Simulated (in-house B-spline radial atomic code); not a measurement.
# Ionising I⁴⁶⁺ with different functionals

Computed with an all-electron radial atomic-structure program (B-spline basis): four-component Dirac-Coulomb Hamiltonian, Fermi nucleus of rms radius 4.75 fm, spin-restricted, spherical fractional occupations for the functionals. The ionisation energy is the difference of two self-consistent energies, [He] 2s2 2p3 → [He] 2s2 2p2, without Breit or QED terms; ε is the level of the shell that loses the electron (mean over j). The electron is taken from both j subshells in proportion to 2j + 1, so the result is a j average, not the step between ground levels.

```csv
method,rung,ΔSCF (eV),-ε(2p) (eV)
LDA exchange-only,LDA,8156.5,8037.5
RPBE,GGA,?,?
AM05,GGA,?,?
BP86,GGA,8165.6,8046.5
```

Q: What does RPBE give?

A: ΔSCF 8163.6 eV, and -ε(2p) = 8044.7 eV.

Q: What does AM05 give?

A: ΔSCF 8159.3 eV, and -ε(2p) = 8040.5 eV.

Q: How do they compare with the NIST value?

A: NIST lists 8044 eV ± 4 (tabulated theory, ground level to ground level). Errors run from +112.5 to +121.6 eV. The correlated functionals all miss on the same side by more than they spread, so the cause is common to them (Breit-QED terms, spin polarisation, the choice among j levels, multiplet and fine-structure energies, or a listed next ion that isn't the cheapest removal here) and closeness doesn't rank the functionals.
